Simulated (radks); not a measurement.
Excited configurations of Ni2+: one electron is placed in a higher orbital outside [Ar] 3d7. The ground configuration is [Ar] 3d8. Method: scalar-relativistic Kohn-Sham, r2SCAN, spin-polarised, spherical densities, finite nucleus; open shells are filled with parallel spins first; meta-GGA in the generalised Kohn-Sham scheme; Fermi nuclear charge, rms radius 3.7757 fm; computed with a radial shooting solver on a logarithmic mesh with Libxc functionals. Excitation = E - E(ground); binding = E(ion) - E, where the ion is the core of charge +3; n* = 3/sqrt(2 binding) in atomic units, and the quantum defect is n - n*.

| outer orbital | excitation (eV) | binding (eV) | n* | quantum defect | eigenvalue (eV) | <r> (bohr) |
|---|---|---|---|---|---|---|
| 4s | 6.448 | 29.052 | 2.053 | 1.947 | -25.080 | 2.228 |
| 4p | 14.039 | 21.461 | 2.389 | 1.611 | -18.014 | 2.652 |
| 5s | 22.402 | 13.098 | 3.058 | 1.942 | -11.345 | 4.802 |
| 6s | 28.019 | 7.481 | 4.046 | 1.954 | -6.540 | 8.328 |
| 6p | 29.087 | 6.413 | 4.370 | 1.630 | -5.560 | 9.446 |
| 6d | 30.724 | 4.776 | 5.064 | 0.936 | -4.091 | 12.07 |

Estimate the row for 6f.

Answer. excitation (eV) 31.963; binding (eV) 3.537; n* 5.884; quantum defect 0.116; eigenvalue (eV) -3.013; <r> (bohr) 15.57. The Delta-SCF ionisation energy is 35.500 eV (NIST Atomic Spectra Database: 35.19 eV, measured). Self-interaction in the functional shifts the binding energies and quantum defects, so they are the method's values and not measured ones. Open shells are spherical and high-spin; term and fine-structure splittings are not resolved.
